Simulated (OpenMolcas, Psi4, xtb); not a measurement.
A ladder of methods for Si5H12 (SMILES [SiH3][Si]([SiH3])([SiH3])[SiH3])

Si5H12 has 17 atoms, charge 0, and is taken as a singlet. As SMILES, `[SiH3][Si]([SiH3])([SiH3])[SiH3]`. Geometry: relaxed at PBE0-D4/def2-TZVP.

Each level gives the HOMO–LUMO gap (eV). The values are calculated.

| level | kind | program | value (eV) | CPU time |
| --- | --- | --- | --- | --- |
| GFN2-xTB | semi-empirical | xtb | 3.93 | under 2 s |
| HF/6-31G* (spherical functions) | Hartree–Fock | OpenMolcas | 13.47 | 23 s |
| SVWN5/6-31G* (spherical functions) | LDA | OpenMolcas | 6.02 | 71 s |
| revPBE/6-31G* (spherical functions) | GGA | OpenMolcas | 6.18 | 93 s |
| M06-L/6-31G* (spherical functions) | meta-GGA | OpenMolcas | 6.72 | 1.7 min |
| BHLYP/6-31G* (spherical functions) | global hybrid | OpenMolcas | 9.86 | 86 s |
| PBE0/6-31G* (spherical functions) | global hybrid | OpenMolcas | 8.00 | 84 s |
| CAM-B3LYP/6-31G* (spherical functions) | range-separated hybrid | Psi4 | 10.28 | 1.9 min |
| B2PLYP/6-31G* (spherical functions) | double hybrid | OpenMolcas | 10.07 | 37 s |

The values span 3.93 to 13.47 eV. Orbital gaps aren't excitation energies, and those of double hybrids come from the SCF part alone; they tend to grow with the share of exact exchange. CPU times are rough (shared hosts, several kinds of processor): they show what a rung costs within a factor of a few.
